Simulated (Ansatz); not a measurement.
Worked example: InH2Cl + KNH2 → InH2(NH2) + KCl

Species: InH2Cl `[Cl][InH2]`, singlet; KNH2 `[NH2][K]`, singlet; InH2(NH2), singlet; KCl, singlet. The partners trade Cl for NH2: In–Cl and K–NH2 bonds give way to In–NH2 and K–Cl.

Shapes, held fixed at every level: PBE0-D4/def2-TZVP. Programs: Ansatz 0.2.0. The zero-point and thermal change to 298 K, harmonic and unscaled (PBE0-D4/def2-TZVP), is +5.7 kJ/mol.

At CCSD(T)/def2-TZVPP; 1 Eh = 2625.50 kJ/mol:

| species | energy (Eh) |
| --- | --- |
| InH2Cl | -650.439428 |
| KNH2 | -655.194821 |
| InH2(NH2) | -246.543445 |
| KCl | -1059.140278 |

**Question.** Work out ΔH(298 K) of the reaction at this level.

**Answer.** 
1. Products less reactants: (-246.543445) + (-1059.140278) − [(-650.439428) + (-655.194821)] = -0.049474 Eh = -129.9 kJ/mol.
2. With the thermal change: -129.9 + (+5.7) = -124.2 kJ/mol.

Other levels give -136.9 (HF/def2-TZVPP) to -114.1 kJ/mol (PBE-D4/def2-TZVPP). No measured value is set beside it here. For atoms past krypton def2 sets carry core potentials with scalar relativity. Outer-core shells of In, K are correlated, in sets that cover them unevenly.
